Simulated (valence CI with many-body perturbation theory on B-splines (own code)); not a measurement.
**E1 transitions of Ge18+**

Computed by relativistic CI+MBPT: four valence electrons over a frozen Dirac-Fock core [Ne], radial functions for each j: 11 s, 11 p, 9 d, 7 f, 5 g, 2 h, 1 i, with the one-electron correlation potential Σ1 (screened to all orders), the two-electron term Σ2, the three-electron term Σ3, Breit, model QED; selected single and double excitations, second order for the rest (own B-spline code, finite nucleus).

No measured spectrum was set against this ion. As an estimate, levels of excited configurations hold to 0.05 to 0.15 % of their energy, terms of the ground configuration to about 0.5 %.

Lines 1 to 50 of 216 in falling wavelength, among levels below 149.55 eV, chosen from the strongest by gf and those to the six lowest levels. Wavelengths and rates use the calculated energies, so an error of 300 cm⁻¹ moves a line at 415.6 Å by 0.12 % and its rate by three times that or more. Electric multipoles are in the length gauge, E1 and E2 with the static RPA response of the core. Weak lines are less certain than strong ones. Lines between different terms over intervals too small for the method are left out, as are lines whose strength nearly cancels. Where a level lies close to another of its J and parity, the split of strength between their lines is uncertain. The highest levels of a list are the least certain.

Names give the largest LS component (configuration and term), which can be under half, so a name can repeat, a term be missing and a line seem to break the LS rules; names also repeat where a configuration has a term twice. Letters in brackets count levels of one name in rising energy.

| λ vac (Å) | Upper | Lower | A (s⁻¹) | log gf | Branch % |
| --- | --- | --- | --- | --- | --- |
| 415.6 | 3s.3p3 5S°_2 | 3s2.3p2 1D_2 | 4.64e+06 | -3.22 | 3.3 |
| 362.2 | 3s.3p3 3D°_1 | 3s2.3p2 1S_0 | 1.39e+07 | -3.09 | 0.3 |
| 356.8 | 3p4 1D_2 | 3s.3p3 1P°_1 | 7.06e+08 | -1.17 | 6.7 |
| 356.4 | 3p4 3P_2 | 3s.3p3 3S°_1 | 8.72e+08 | -1.08 | 6.1 |
| 337.9 | 3s.3p3 5S°_2 | 3s2.3p2 3P_2 | 6.66e+07 | -2.24 | 47.8 |
| 317.2 | 3s.3p3 5S°_2 | 3s2.3p2 3P_1 | 6.83e+07 | -2.29 | 48.9 |
| 316.5 | 3s.3p2.3d 1G_4 | 3s2.3p.3d 1F°_3 | 5.50e+08 | -1.13 | 5.8 |
| 311.3 | 3p4 3P_1 | 3s.3p3 3S°_1 | 1.09e+09 | -1.32 | 8.4 |
| 298.0 | 3s.3p3 3D°_1 | 3s2.3p2 1D_2 | 1.62e+08 | -2.19 | 3.7 |
| 296.3 | 3s.3p3 3D°_2 | 3s2.3p2 1D_2 | 3.32e+07 | -2.66 | 1.0 |
| 287.4 | 3s.3p3 3P°_1 | 3s2.3p2 1S_0 | 1.29e+08 | -2.32 | 1.4 |
| 285.1 | 3s.3p3 3D°_3 | 3s2.3p2 1D_2 | 5.75e+08 | -1.31 | 22.2 |
| 268.5 | 3s.3p2.3d 3D_3 [a] | 3s2.3p.3d 3D°_3 | 6.60e+08 | -1.30 | 1.2 |
| 266.4 | 3s.3p2.3d 3F_3 [a] | 3s2.3p.3d 3F°_3 | 7.30e+08 | -1.26 | 13.4 |
| 263.4 | 3s.3p2.3d 3F_2 [a] | 3s2.3p.3d 3F°_2 | 9.47e+08 | -1.31 | 40.3 |
| 262.6 | 3p4 3P_2 | 3s.3p3 3P°_2 | 1.28e+09 | -1.18 | 8.9 |
| 259.7 | 3p4 1S_0 | 3s.3p3 1P°_1 | 8.56e+09 | -1.06 | 51.5 |
| 255.8 | 3s.3p3 3D°_1 | 3s2.3p2 3P_2 | 1.19e+08 | -2.46 | 2.7 |
| 255.7 | 3p4 1D_2 | 3s.3p3 1D°_2 | 5.94e+09 | -0.54 | 56.4 |
| 254.6 | 3s.3p3 3D°_2 | 3s2.3p2 3P_2 | 7.33e+06 | -3.45 | 0.2 |
| 250.5 | 3s.3p2.3d 1F_3 | 3s2.3p.3d 1D°_2 | 1.11e+09 | -1.14 | 2.3 |
| 246.3 | 3s.3p3 3D°_3 | 3s2.3p2 3P_2 | 2.01e+09 | -0.89 | 77.8 |
| 245.7 | 3s.3p2.3d 3F_3 [b] | 3s2.3p.3d 3D°_3 | 7.18e+08 | -1.34 | 0.9 |
| 245.5 | 3s.3p3 3P°_1 | 3s2.3p2 1D_2 | 8.48e+07 | -2.64 | 0.9 |
| 244.4 | 3s.3p3 3P°_2 | 3s2.3p2 1D_2 | 1.25e+08 | -2.25 | 1.6 |
| 243.7 | 3s.3p3 3D°_1 | 3s2.3p2 3P_1 | 2.00e+08 | -2.27 | 4.5 |
| 242.6 | 3s.3p3 3D°_2 | 3s2.3p2 3P_1 | 3.23e+09 | -0.85 | 98.8 |
| 239.5 | 3s.3p2.3d 3D_2 [b] | 3s2.3p.3d 3P°_1 | 1.22e+09 | -1.28 | 2.2 |
| 237.3 | 3p4 3P_1 | 3s.3p3 3P°_2 | 2.20e+09 | -1.25 | 16.9 |
| 235.2 | 3s.3p2.3d 1P_1 | 3s2.3p.3d 1D°_2 | 1.76e+09 | -1.36 | 2.4 |
| 230.4 | 3s.3p2.3d 3D_3 [b] | 3s2.3p.3d 3D°_2 | 1.76e+09 | -1.01 | 4.4 |
| 229.4 | 3s.3p2.3d 1F_3 | 3s2.3p.3d 3P°_2 | 2.64e+09 | -0.84 | 5.6 |
| 228.8 | 3p4 1D_2 | 3s.3p3 3P°_2 | 1.72e+09 | -1.17 | 16.3 |
| 228.8 | 3s.3p2.3d 3P_0 [a] | 3s.3p3 1P°_1 | 5.22e+09 | -1.39 | 7.7 |
| 228.7 | 3s.3p2.3d 3P_2 [b] | 3s2.3p.3d 3D°_3 | 1.16e+09 | -1.34 | 1.7 |
| 227.6 | 3p4 3P_2 | 3s.3p3 3D°_3 | 7.88e+09 | -0.51 | 54.8 |
| 226.4 | 3p4 1S_0 | 3s.3p3 3S°_1 | 6.04e+09 | -1.33 | 36.3 |
| 225.0 | 3s.3p3 3D°_1 | 3s2.3p2 3P_0 | 3.92e+09 | -1.05 | 88.8 |
| 223.9 | 3s.3p2.3d 3D_1 [b] | 3s2.3p.3d 3D°_1 | 1.93e+09 | -1.36 | 3.1 |
| 223.6 | 3s.3p2.3d 3G_5 | 3s2.3p.3d 3F°_4 | 1.15e+10 | -0.02 | 100.0 |
| 222.5 | 3s.3p2.3d 3D_1 [c] | 3s2.3p.3d 3P°_1 | 1.89e+09 | -1.37 | 2.5 |
| 222.3 | 3s.3p3 3S°_1 | 3s2.3p2 1S_0 | 9.33e+08 | -1.68 | 1.0 |
| 221.1 | 3s.3p2.3d 3D_3 [b] | 3s2.3p.3d 1D°_2 | 2.26e+09 | -0.94 | 5.7 |
| 221.0 | 3p4 3P_2 | 3s.3p3 3D°_2 | 2.78e+09 | -0.99 | 19.4 |
| 220.5 | 3s.3p2.3d 1G_4 | 3s2.3p.3d 3F°_4 | 1.26e+09 | -1.08 | 13.4 |
| 219.7 | 3s.3p3 1D°_2 | 3s2.3p2 1D_2 | 7.54e+09 | -0.56 | 93.9 |
| 219.6 | 3s.3p2.3d 3F_3 [b] | 3s2.3p.3d 3P°_2 | 1.30e+09 | -1.18 | 1.7 |
| 219.5 | 3s.3p2.3d 3P_0 [b] | 3s2.3p.3d 3D°_1 | 5.69e+09 | -1.39 | 8.2 |
| 216.1 | 3s.3p3 3P°_1 | 3s2.3p2 3P_2 | 8.31e+08 | -1.76 | 9.1 |
| 215.3 | 3s.3p3 3P°_2 | 3s2.3p2 3P_2 | 7.36e+09 | -0.59 | 96.5 |
